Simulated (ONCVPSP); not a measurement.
**Reading a pseudo-wave (boron)**

Columns: radius, all-electron u(r) and pseudo u(r) of the 2p shell (level -3.72 eV) of boron in the configuration [He] 2s2 2p1; LDA (Perdew-Wang 92), scalar-relativistic, ONCV scheme, ONCVPSP 4.0.1.

| r (bohr) | all-electron | pseudo |
| --- | --- | --- |
| 0.190 | 0.0812 | 0.0229 |
| 0.380 | 0.2214 | 0.0882 |
| 0.570 | 0.3535 | 0.1858 |
| 0.760 | 0.4590 | 0.3016 |
| 0.950 | 0.5358 | 0.4196 |
| 1.140 | 0.5862 | 0.5251 |
| 1.330 | 0.6143 | 0.6072 |
| 1.520 | 0.6246 | 0.6597 |
| 1.710 | 0.6212 | 0.6820 |
| 1.900 | 0.6079 | 0.6777 |
| 2.090 | 0.5874 | 0.6531 |
| 2.280 | 0.5621 | 0.6155 |
| 2.470 | 0.5337 | 0.5720 |
| 2.660 | 0.5036 | 0.5276 |
| 2.850 | 0.4727 | 0.4857 |
| 3.040 | 0.4418 | 0.4476 |
| 3.230 | 0.4114 | 0.4133 |
| 3.420 | 0.3818 | 0.3822 |
| 3.610 | 0.3534 | 0.3535 |
| 3.800 | 0.3264 | 0.3264 |
| 3.990 | 0.3007 | 0.3007 |
| 4.180 | 0.2766 | 0.2766 |
| 4.370 | 0.2539 | 0.2539 |
| 4.560 | 0.2328 | 0.2328 |
| 4.750 | 0.2132 | 0.2132 |
| 4.940 | 0.1949 | 0.1949 |

(1) How many radial nodes do the two functions have?

(2) At about which radius was the pseudo-wave matched?

(3) Is the pseudo-wave norm-conserving?

Answers

(1) The all-electron 2p function has n − l − 1 = 0; the pseudo-wave has 0.

(2) 3.80 bohr. The columns agree to 0.0005 from 3.42 bohr on; several derivatives are matched, so the curves merge somewhat inside the radius.

(3) Yes: the ONCV scheme keeps the norm inside the radius equal to the all-electron one, which fixes the energy derivative of the logarithmic derivative at the level.
